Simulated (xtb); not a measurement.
F$_{3}$Hf, charge +1, singlet, at a GFN2-xTB geometry (such geometries of metal compounds can be far from the true shape) (the multiplicity is a formal guess); xtb 6.7.1 with GFN1-xTB.

Here is a job for xtb.
```
$ xtb mol.xyz --gfn 1 --chrg 1 --etemp 5000 --json

# file mol.xyz
4

Hf     0.02643004     0.24370484     0.07704611
F      1.52633092    -0.79543891    -0.29280991
F     -0.83493396    -0.99952485     1.16274766
F     -0.90283724    -0.15467495    -1.48630661
```

It wrote (shortened):

```
   ID    Z sym.   atoms
    1   72 Hf     1
    2    9 F      2-4

           -------------------------------------------------
          |                Calculation Setup                |
           -------------------------------------------------

           -------------------------------------------------
          |                 G F N 1 - x T B                 |
           -------------------------------------------------

          ...................................................
          :                      SETUP                      :
          :.................................................:
          :  # basis functions                  22          :
          :  # atomic orbitals                  21          :
          :  # shells                            9          :
          :  # electrons                        24          :
          :  # halogen bonds                     0          :
          :  max. iterations                   250          :
          :  Hamiltonian                  GFN1-xTB          :
          :  restarted?                      false          :
          :  GBSA solvation                  false          :
          :  PC potential                    false          :
          :  electronic temp.         5000.0000000     K    :
          :  accuracy                    1.0000000          :
          :  -> integral cutoff          0.2500000E+02      :
          :  -> integral neglect         0.1000000E-07      :
          :  -> SCF convergence          0.1000000E-05 Eh   :
          :  -> wf. convergence          0.2000000E-04 e    :
          :  Broyden damping             0.4000000          :
          :  net charge                          1          :
          :  unpaired electrons                  0          :
          ...................................................

 iter      E             dE          RMSdq      gap      omega  full diag
   1    -16.1556887 -0.161557E+02  0.689E+00    3.27       0.0  T
   2    -16.1004951  0.551937E-01  0.553E+00    4.60       1.0  T
   3    -15.5272659  0.573229E+00  0.852E+00    1.91       1.0  T
   4    -16.1483167 -0.621051E+00  0.178E+00    4.16       1.0  T
   5    -16.1653834 -0.170667E-01  0.101E+00    3.91       1.0  T
   6    -16.1654487 -0.652892E-04  0.100E+00    3.91       1.0  T
   7    -16.1725745 -0.712582E-02  0.114E-01    3.67       1.0  T
   8    -16.1726638 -0.893043E-04  0.676E-03    3.64       7.4  T
[...]
         :: total energy             -16.152318110511 Eh    ::
[...]
         9        1.9889           -0.7937722             -21.5996
        10        1.9874           -0.7917425             -21.5444
        11        1.9874           -0.7917425             -21.5444
        12        1.9826           -0.7866149             -21.4049 (HOMO)
        13        0.0476           -0.6528015             -17.7636 (LUMO)
        14        0.0167           -0.6359814             -17.3059
        15        0.0167           -0.6359814             -17.3059
        16        0.0015           -0.5981395             -16.2762
        17        0.0015           -0.5981395             -16.2762
        18        0.0004           -0.5772331             -15.7073
        19                         -0.3259347              -8.8691
        20                         -0.3259347              -8.8691
        21                         -0.2721589              -7.4058
      -------------------------------------------------------------
                  HL-Gap            0.1338134 Eh            3.6412 eV
             Fermi-level           -0.7116115 Eh          -19.3639 eV

  Mulliken/CM5 charges         n(s)   n(p)   n(d)
     1Hf    1.65808  2.13905   0.587  0.978  0.778
     2F    -0.21936 -0.37968   1.748  5.472  0.000
     3F    -0.21936 -0.37968   1.748  5.472  0.000
     4F    -0.21936 -0.37968   1.748  5.472  0.000

Wiberg/Mayer (AO) data.
largest (>0.10) Wiberg bond orders for each atom

 ---------------------------------------------------------------------------
     #   Z sym  total        # sym  WBO       # sym  WBO       # sym  WBO
 ---------------------------------------------------------------------------
     1  72 Hf   3.715 --     4 F    1.238     3 F    1.238     2 F    1.238
     2   9 F    1.325 --     1 Hf   1.238
     3   9 F    1.325 --     1 Hf   1.238
     4   9 F    1.325 --     1 Hf   1.238
 ---------------------------------------------------------------------------

Topologies differ in total number of bonds
Writing topology from bond orders to xtbtopo.mol

 dipole moment from electron density (au)
     X       Y       Z
   0.3016   2.7806   0.8791  total (Debye):    7.452

           -------------------------------------------------
          | TOTAL ENERGY              -16.152318110511 Eh   |
          | GRADIENT NORM               0.049819229333 Eh/α |
          | HOMO-LUMO GAP               3.641246664410 eV   |
           -------------------------------------------------

normal termination of xtb
```
